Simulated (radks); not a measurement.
The numbers below are computed, except where a source is named.
Orbital eigenvalues (eV) of neutral neodymium, [Xe] 4f4 6s2, at several levels of relativity; Dirac values are averaged over j with weights 2j + 1. Spin-unpolarised spherical Kohn-Sham, LDA (Slater exchange, Perdew-Wang correlation), point nucleus unless stated (finite: rms radius 4.9123 fm), a radial shooting solver on a logarithmic mesh with Libxc functionals. A level marked "c x" has the speed of light scaled by that factor and shares open shells by 2j + 1; other Dirac levels either fill j = l - 1/2 first or share by 2j + 1.

shell       non-rel.  scalar-rel.  Dirac, 2j+1 shares  Dirac, low j first  change of magnitude, last against first (%)
3s           -1392.2      -1521.2             -1519.2             -1518.8                                        +9.10
3p           -1246.0      -1287.5             -1289.5             -1289.2                                        +3.46
3d           -972.93      -962.54             -961.02             -960.68                                        -1.26
4s           -272.13      -302.06             -301.65             -301.42                                       +10.76
4p           -216.81      -225.46             -226.00             -225.78                                        +4.14
4d           -119.10      -116.56             -116.38             -116.18                                        -2.45
5s           -36.320      -40.578             -40.520             -40.455                                       +11.38
5p           -21.724      -22.165             -22.261             -22.213                                        +2.25
4f           -4.8792      -1.9407             -1.9372             -1.7988                                       -63.13
6s           -3.4247      -3.6349             -3.6345             -3.6291                                        +5.97
5d (empty)   -2.6237      -2.0565             -2.0582             -2.0446                                       -22.07
6p (empty)   -1.3947      -1.2776             -1.2856             -1.2838                                        -7.95
